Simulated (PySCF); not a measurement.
A PySCF script (with the pyscf-properties extension) for the NMR shieldings of `CCC#[N+][AlH2-][CH2]Cl`, C$_{4}$H$_{9}$AlClN, on a GFN2-xTB geometry:

```python
import basis_set_exchange as bse
import numpy as np
from pyscf import gto, dft
from pyscf.prop import nmr

atoms = """
C     2.355065    0.764620   -1.229141
C     2.041633   -0.685722   -0.839515
C     0.803725   -0.725863   -0.131346
N    -0.197556   -0.718558    0.428645
Al   -1.463197    0.470146    1.411069
C    -3.212951   -0.497588    1.046533
Cl   -2.900517    0.039316   -0.649627
H     2.415730    1.390992   -0.342721
H     3.305363    0.802411   -1.754606
H     1.576445    1.160065   -1.876206
H     1.960815   -1.316101   -1.729875
H     2.826636   -1.090777   -0.194221
H    -0.870120    0.278564    2.828734
H    -1.141008    1.835565    0.721879
H    -3.303975   -1.586216    0.998424
H    -4.203687   -0.111911    1.300564
"""
names = dict.fromkeys(["C", "N", "Al", "Cl", "H"], "pcSseg-1")
basis = {el: gto.basis.parse(bse.get_basis(n, elements=[el], fmt="nwchem")) for el, n in names.items()}
mol = gto.M(atom=atoms, basis=basis, charge=0, verbose=0)
mf = dft.RKS(mol, xc="PBE0")
mf.grids.level = 2
mf.grids.alignment = dft.numint.BLKSIZE   # the property module wants whole blocks of grid points
mf.conv_tol = 1e-9
mf.kernel()

calc = nmr.RKS(mf)   # GIAO
C = mf.mo_coeff
Co = C[:, mf.mo_occ > 0]
resp = mf.gen_response(singlet=True, hermi=2)
def vind(x):   # induced exchange potential for any number of trial vectors
    d = np.einsum("pi,xij,qj->xpq", C, 2 * x.reshape(-1, C.shape[1], Co.shape[1]), Co, optimize=True)
    return np.einsum("xpq,pi,qj->xij", resp(d - d.transpose(0, 2, 1)), C, Co, optimize=True).ravel()
mo1, _ = nmr.rhf.solve_mo1(calc, with_cphf=vind)
sigma = calc.kernel(mo1)
for i, s in enumerate(sigma):   # ppm
    w = np.linalg.eigvalsh((s + s.T) / 2)
    print("%2d %-2s iso %8.1f  s11 %8.1f  s22 %8.1f  s33 %8.1f" % (i, mol.atom_pure_symbol(i), w.mean(), *w))
```

**Question.** Give the expected output.

**Answer.** 
```
 0 C  iso    175.5  s11    169.0  s22    170.8  s33    186.8
 1 C  iso    175.2  s11    162.9  s22    175.1  s33    187.5
 2 C  iso     49.8  s11    -69.1  s22    -51.7  s33    270.2
 3 N  iso     22.4  s11   -139.0  s22   -104.6  s33    310.7
 4 Al iso    449.1  s11    402.8  s22    450.4  s33    494.2
 5 C  iso    161.3  s11    127.1  s22    159.5  s33    197.3
 6 Cl iso    923.3  s11    846.8  s22    919.5  s33   1003.7
 7 H  iso     30.0  s11     25.8  s22     28.3  s33     35.8
 8 H  iso     30.3  s11     25.6  s22     27.2  s33     38.0
 9 H  iso     30.0  s11     25.6  s22     28.7  s33     35.6
10 H  iso     29.1  s11     24.3  s22     27.5  s33     35.6
11 H  iso     29.1  s11     24.1  s22     27.4  s33     35.9
12 H  iso     27.3  s11     23.9  s22     25.3  s33     32.7
13 H  iso     27.1  s11     24.6  s22     25.9  s33     30.7
14 H  iso     29.3  s11     24.1  s22     27.5  s33     36.3
15 H  iso     29.1  s11     23.3  s22     27.6  s33     36.4
```

These numbers come from an equivalent density-fitted implementation of the same equations, which agrees with the script to about 0.01 ppm for H and up to a few tenths of a ppm for heavy atoms, so last digits may differ.

Size and cost of the density-fitted run: 178 basis functions, 29 s wall time on 1 thread of an Arm Neoverse V1, shared host; peak memory 0.81 GiB.
